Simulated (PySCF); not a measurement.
**Electron correlation in Ne (neon, neutral)**

[Ne], closed-shell 1S. Calculation: PySCF 2.14, in cc-pVDZ; the non-relativistic Hamiltonian (point nucleus). Frozen: 1s2; 8 electrons correlated.

MP2 pair energies summed by pair of shells (mhartree):

| pair | energy | share (%) |
| --- | --- | --- |
| 2p-2p | -140.14 | 75.5 |
| 2s-2p | -38.11 | 20.5 |
| 2s-2s | -7.27 | 3.9 |

Total MP2 correlation energy: -185.52 mhartree.

Same-spin part -50.78 and opposite-spin part -134.75 mhartree; SCS-MP2 scales them by 1/3 and 6/5 to -178.62 mhartree.

| level | correlation energy (mhartree) |
| --- | --- |
| CCSD | -189.02 |
| (T) | -1.04 |
| CCSD(T) | -190.06 |

Diagnostics: T1 = 0.0023, D1 = 0.0036, largest double amplitude 0.042.

Cost of the coupled-cluster step: 0.03 s of wall time on 1 thread of Intel(R) Xeon(R) 6975P-C (shared host), for 8 correlated electrons.

Iterations:

```
CC2 = 0
CCSD nocc = 4, nmo = 13
frozen orbitals [0]
max_cycle = 100
direct = 0
conv_tol = 1e-08
conv_tol_normt = 1e-06
diis_space = 8
diis_start_cycle = 0
Init t2, MP2 energy = -128.674298831912  E_corr(MP2) -0.185523280170934
Init E_corr(CCSD) = -0.185523280170949
cycle = 1  E_corr(CCSD) = -0.187444825127786  dE = -0.00192154496  norm(t1,t2) = 0.0108754
cycle = 2  E_corr(CCSD) = -0.188723351938599  dE = -0.00127852681  norm(t1,t2) = 0.00276682
cycle = 3  E_corr(CCSD) = -0.188973971348083  dE = -0.000250619409  norm(t1,t2) = 0.000751285
cycle = 4  E_corr(CCSD) = -0.189019738665776  dE = -4.57673177e-05  norm(t1,t2) = 0.0001268
cycle = 5  E_corr(CCSD) = -0.189016637739672  dE = 3.1009261e-06  norm(t1,t2) = 1.18385e-05
cycle = 6  E_corr(CCSD) = -0.189016718101228  dE = -8.03615567e-08  norm(t1,t2) = 8.48226e-07
cycle = 7  E_corr(CCSD) = -0.189016705586966  dE = 1.25142621e-08  norm(t1,t2) = 4.70137e-08
cycle = 8  E_corr(CCSD) = -0.189016705308312  dE = 2.78654377e-10  norm(t1,t2) = 2.22271e-09
CCSD converged
E(CCSD) = -128.6777922570489  E_corr = -0.1890167053083119
CCSD(T) correction = -0.00104400270894914
```
